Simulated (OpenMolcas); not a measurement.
Ni2+ (d8) in a complex was computed by CASSCF with the d shell active (OpenMolcas, ANO-RCC-VTZP on the metal). Its lowest spin-free states, and all those of the highest spin:

| 2S+1 | Degeneracy | E (cm-1) |
| --- | --- | --- |
| 3 | 3 | 0.0 |
| 3 | 3 | 937.5 |
| 3 | 1 | 2089 |
| 1 | 3 | 15948 |
| 1 | 2 | 16453 |
| 3 | 3 | 19553 |
| 1 | 3 | 24421 |
| 1 | 3 | 25122 |
| 1 | 2 | 25151 |
| 1 | 1 | 25372 |
| 1 | 1 | 59910 |

Problem. Is the site octahedral, tetrahedral or cube-like, axial, or of lower symmetry?

Solution. The states with 2S+1 = 3 have orbital degeneracies 3, 3, 1, 3. Threefold states need a cubic site. For d8 at this spin an octahedron puts the single A2 below the threefold T2 and a tetrahedron or cube puts the threefold T1 below the threefold T2, so the site is a tetrahedron or a cube, which this pattern cannot tell apart. The run had Ni2+ with 4 ligands (sulfide) in tetrahedral coordination (Td) at 2.33 Å. A charge of +1.5 e stands 2.8 Å behind each ligand. Ligand basis ANO-RCC-VDZP.

An orbital triplet at a regular site is open to Jahn-Teller coupling, which can distort the site and quench the lowest spin-orbit gaps and is left out. Without dynamic correlation the repulsion within the d shell is too large (B by tens of per cent), so at a given field states of lower spin stand too high. The sulfide ions are held by bare point charges, a crude embedding. Ligand-to-metal charge-transfer states are missing. With oxide or sulfide held by bare charges the field of late divalent 3d ions can come out several times too small, and g and χT far too large. With no ligand orbital active B as a rule stays too high, so bands that hang on it stand too high and its fall with covalency is understated. With metal d orbitals alone and no dynamic correlation the field as a rule comes out too small, by tens of per cent, by up to half for chloride and softer ligands, and with too little covalency χT stands high. No measured value stands beside these numbers; the geometry is a model, was not optimised and need not be the one that this ion takes.
